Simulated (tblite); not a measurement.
disilazane (H$_{7}$NSi$_{2}$), singlet, at a GFN2-xTB geometry; GFN1-xTB with ALPB(water) run with tblite.

The tblite input:
```
$ tblite run mol.xyz --method gfn1 --charge 0 --spin 0 --alpb water --json tblite.json --no-restart

# file mol.xyz
10

Si     1.49303295    -0.29467355     0.37775681
N      0.07177708    -0.11245754    -0.59500001
Si    -1.52266963     0.35803387    -0.10940318
H      2.60085977    -0.44841929    -0.56612732
H      1.61644865     0.91435503     1.18804151
H      1.41022821    -1.47096761     1.25316965
H      0.11743383    -0.57014488    -1.49085173
H     -2.18929653    -0.69189990     0.67169837
H     -2.25767966     0.60314487    -1.35098125
H     -1.38552039     1.56409001     0.70310006
```

Problem. Predict the main parts of the log of this tblite run.

Solution. 
```
xTB calculator
 | screened Coulomb repulsion
 | Coulomb electrostatics
 |  * isotropic Klopman-Ohno-Mataga-Nishimoto electrostatics
 |  * onsite third-order electrostatics
 | DFT-D3(BJ) dispersion correction
 | Interactions (3)
 | [1] alpb/gbsa reaction field model
 | [2] cds contribution to solvation
 | [3] empirical free energy shift and standard state/solvent correction

halogen bonding energy    0.0000000000000E+00 Eh
repulsion energy          1.0049744913185E-01 Eh
dispersion energy        -3.0740816078673E-03 Eh
interaction energy        1.1423425522037E-03 Eh
number of electrons       2.0000000000000E+01 e
integral cutoff           2.8146159136829E+01 bohr

------------------------------------------------------------
  cycle        total energy    energy error   density error
------------------------------------------------------------
      1     -10.69239749279  -1.0790963E+01   4.5773022E-01
      2     -10.76147402332  -6.9076531E-02   2.2855680E-01
      3     -10.76239307400  -9.1905068E-04   7.4184045E-02
      4     -10.76241236551  -1.9291504E-05   7.4224817E-03
      5     -10.76243170765  -1.9342140E-05   1.6299887E-03
      6     -10.76243279119  -1.0835495E-06   3.1382841E-04
      7     -10.76243288991  -9.8717036E-08   1.7142307E-04
      8     -10.76243293469  -4.4779092E-08   6.6576042E-05
      9     -10.76243294214  -7.4481203E-09   1.7462766E-05
------------------------------------------------------------

electronic energy        -1.0860998652215E+01 Eh
total energy             -1.0762432942139E+01 Eh

Post processing:
 | Mayer-Wiberg bond orders

[Info] JSON dump of results written to 'tblite.json'
```
